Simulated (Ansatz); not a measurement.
Reaction (ligand exchange at the In–F bond): `[F][In]([F])[F]` + CH₃OH → `C[O][In]([F])[F]` + H–F

Program: Ansatz. Geometries: PBE0-D4/def2-TZVP. ΔE: electronic, gas phase. CCSD(T)/CBS is the MP2 limit (def2-TZVPP, def2-QZVPP) plus CCSD(T) − MP2 in def2-TZVPP, frozen cores. This one scheme is used for every species. Functionals use def2-TZVPP. Elements past krypton have def2 core potentials. For In outer-core shells are correlated without core-valence functions, which leaves a few kJ/mol of doubt a bond. One conformer a species, not always the lowest.

**Question.** Is it downhill or uphill in electronic energy at CCSD(T)/CBS, and by how much? (Best estimate.)

**Answer.** The calculation gave: Uphill: ΔE = +4.5 kcal/mol.

**Question.** What do these levels give: revPBE-D4, BLYP-D4, PBE0-D4, BHLYP-D4, BLYP, r2SCAN0, RPA@PBE/def2-TZVPP, MP2/def2-SVP, CCSD/def2-SVP, HF/def2-QZVPP, MP2/def2-QZVPP, MP2/CBS(def2)? (An estimate is asked.)

**Answer.** Ansatz gave: revPBE-D4 5.8, BLYP-D4 5.7, PBE0-D4 6.1, BHLYP-D4 6.7, BLYP 7.3, r2SCAN0 6.8, RPA@PBE/def2-TZVPP 4.8, MP2/def2-SVP 7.3, CCSD/def2-SVP 7.7, HF/def2-QZVPP 10.1, MP2/def2-QZVPP 3.8, MP2/CBS(def2) 3.6 kcal/mol.

Largest T1 diagnostic among the species: 0.018.

The D4 term adds −1.3 kcal/mol with B3LYP and −0.7 kcal/mol with PBE0; it sums over pairs of atoms, weighted by their polarisabilities, and B3LYP, whose exchange is more repulsive, gets the larger term. Leaving LDA and LC-ωPBE aside and taking each functional with its dispersion term where it has one, the values, not all of them listed here, spread over 2.1 kcal/mol, from PBE-D4 to B97M-V. LDA lies −2.2 kcal/mol from PBE without D4. In def2-TZVPP, CCSD(T) changes the Hartree–Fock value by −5.1 kcal/mol (the triples alone add −0.6 kcal/mol) and MP2 by −6.0 kcal/mol.

B3LYP here is the variant with VWN-RPA as its local correlation; programs differ in this.
